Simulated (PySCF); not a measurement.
# Telling isomers of C5H10O2 apart by NMR

PySCF 2.14 calculation with J: B3LYP/pcJ-1 (spin–dipole term left out of most H,H and C,H couplings), PBE0-D3(BJ)/def2-SVP geometry and GIAO PBE0/pcSseg-1 shieldings; non-relativistic, a single conformation, equivalent nuclei averaged, no solvent.

Shifts are taken against calculated references (same method and geometry level): TMS for $^{1}$H, $^{13}$C. Multiplet labels drop J under 1 Hz and among equivalent protons, and merge close values. Unscaled 3J(H,H) run several per cent high. Shifts are as computed. Against solution values, carbons near 30 ppm lie about +2 ppm off and those near 130 ppm about +5 ppm. Of 1211 compounds with measured shifts, 218 miss one by over three times the rms of a fit or turn the order of signals round; such compounds aren't used in these exercises. Across acyclic CH2–CH2 and CH–CH2 bonds, 3J(H,H) assumes equally populated rotamers.

(1) Tabulate the signals of `CCOC(=O)CC`, `CCCOC(C)=O` and their relative energies.

(2) What is the quickest way to tell CCOC(=O)CC from CCCOC(C)=O?

Results:

(1) 
```tsv
SMILES	carbon types	δC	δH	E rel. (kcal/mol)
CCOC(=O)CC	1×C 2×CH2 2×CH3	178.5, 60.7, 28.9, 15.7, 9.6	4.07 (q, 2H), 2.17 (q, 2H), 1.20 (t, 3H), 1.05 (t, 3H)	0.0
CCCOC(C)=O	1×C 2×CH2 2×CH3	174.2, 66.7, 24.1, 22.0, 10.9	3.81 (t, 2H), 1.96 (s, 3H), 1.50 (sext, 2H), 0.86 (t, 3H)	0.7
```

Energies are electronic energies at PBE0/pcSseg-1 on these geometries, without zero-point or thermal terms, each for the one conformer computed, which needn't be the lowest.

(2) Both give the same number of carbon signals, with the same numbers of each carbon type, so the positions decide. The first has an sp3 CH2 bonded to O at 60.7 ppm, the second a methyl carbon α to a carbonyl (CH3) at 22.0 ppm. Their most deshielded carbons lie at 178.5 and 174.2 ppm.
